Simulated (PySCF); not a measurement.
**Excitation energy of He⁺ by level of theory**

He⁺ 1s1 (2S) → He⁺ 2p1 (2P), as a difference of total energies. Computed with PySCF 2.14 in aug-cc-pVDZ-DK (3s2p, 9 functions), with the spin-free X2C one-electron Hamiltonian (Gaussian nucleus). The calculations carry no spin-orbit coupling.

| method | excitation energy (eV) |
| --- | --- |
| UHF | 41.691 |
| LDA | 39.923 |
| PBE | 40.720 |
| PBE0 | 40.954 |
| r2SCAN | 41.086 |
| r2SCANh | 41.146 |
| HSE06 | 40.972 |
| BLYP | 40.723 |
| PBEsol | 40.321 |
| ROHF | 41.691 |

The promoted electron is Rydberg-like, and one or two diffuse shells describe it only roughly, which tends to raise the upper state.

For comparison: 40.814 eV (measured; NIST levels, between the centres of gravity of the two terms).
